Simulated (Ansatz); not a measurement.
Ansatz (a first-principles code) input (r2SCAN/def2-TZVPD):

Ansatz 0.2 input:
```yaml
crystal:
  periodic: [false, false, false]
  atoms:
    - {symbol: C, position_ang: [-1.20884829, -0.59426242, -1.63726380]}
    - {symbol: Si, position_ang: [0.08506620, -0.12759431, -0.35914470]}
    - {symbol: C, position_ang: [1.78185056, 0.03293055, -1.15100954]}
    - {symbol: P, position_ang: [0.03816494, -1.61015380, 1.33275236]}
    - {symbol: P, position_ang: [-0.48189710, 1.92778073, 0.45194157]}
    - {symbol: H, position_ang: [-1.25869657, 0.15557391, -2.42955341]}
    - {symbol: H, position_ang: [-2.19876380, -0.67669715, -1.18517451]}
    - {symbol: H, position_ang: [-0.96736131, -1.55631012, -2.09428713]}
    - {symbol: H, position_ang: [2.09937710, -0.92127657, -1.57604556]}
    - {symbol: H, position_ang: [2.53065826, 0.34314353, -0.42079136]}
    - {symbol: H, position_ang: [1.75901412, 0.77371654, -1.95370874]}
    - {symbol: H, position_ang: [1.24409795, -1.09196817, 1.88590116]}
    - {symbol: H, position_ang: [-1.59252819, 1.47288683, 1.20765709]}
    - {symbol: H, position_ang: [0.41124415, 1.89083908, 1.55325937]}
basis:
  gaussian:
    orbitals: def2-TZVPD
hamiltonian:
  xc: {name: r2SCAN}
magnetization: {spin_polarized: true, initial_magnetization: 1}
output: {forces: true}
```

End of the output:

```
integrals: 0.32 GiB planned
1632 factors; their error is unknown
0.47 GiB of the device are held for the grids
1.92 GiB of device memory are held for the factors and their scratch space
mean field: 2.11 GiB planned
mean field evaluation 1: about -28660.9492 eV, gradient 5.4e1 eV
mean field evaluation 2: about -28635.6565 eV, gradient 7.5e1 eV
mean field evaluation 4: about -28674.2361 eV, gradient 5.6e0 eV
mean field evaluation 8: about -28674.4210 eV, gradient 3.0e-1 eV
mean field evaluation 16: about -28674.3693 eV, gradient 2.9e-3 eV
mean field -28674.36925469 eV, -1053.7636339244 hartree, gradient 3.9e-5 eV, S^2 0.759823; 0 other end points of the search recorded, 0 dependent functions left out
the calculation of the forces begins
reference -28674.36927528 eV, -1053.7636346812 hartree; 33, 32 occupied and 251, 252 virtual orbitals, 1632 factors
Total energy: -28674.36927528 eV, -1053.7636346812 hartree
Atom 0 at    -1.208848    -0.594262    -1.637264 Å, force     0.067058     0.037111     0.075394 eV/Å
Atom 1 at     0.085066    -0.127594    -0.359145 Å, force     0.009678    -0.008758     0.005088 eV/Å
Atom 2 at     1.781851     0.032931    -1.151010 Å, force    -0.090128     0.001184     0.047339 eV/Å
Atom 3 at     0.038165    -1.610154     1.332752 Å, force    -0.041501     0.007046    -0.035085 eV/Å
Atom 4 at    -0.481897     1.927781     0.451942 Å, force     0.019745    -0.005296    -0.114521 eV/Å
Atom 5 at    -1.258697     0.155574    -2.429553 Å, force    -0.002824     0.027195    -0.030893 eV/Å
Atom 6 at    -2.198764    -0.676697    -1.185175 Å, force    -0.039372    -0.006278     0.010115 eV/Å
Atom 7 at    -0.967361    -1.556310    -2.094287 Å, force     0.009098    -0.037471    -0.014722 eV/Å
Atom 8 at     2.099377    -0.921277    -1.576046 Å, force     0.012124    -0.037198    -0.015083 eV/Å
Atom 9 at     2.530658     0.343144    -0.420791 Å, force     0.035524     0.012149     0.022504 eV/Å
Atom 10 at     1.759014     0.773717    -1.953709 Å, force    -0.000580     0.028287    -0.031621 eV/Å
Atom 11 at     1.244098    -1.091968     1.885901 Å, force     0.028437     0.023107    -0.005659 eV/Å
Atom 12 at    -1.592528     1.472887     1.207657 Å, force    -0.023711    -0.024539     0.040254 eV/Å
Atom 13 at     0.411244     1.890839     1.553259 Å, force     0.016452    -0.016536     0.046889 eV/Å
Dipole moment:     0.131019     0.008811    -0.214248 e Å
```

It need not be the lowest isomer of its formula.
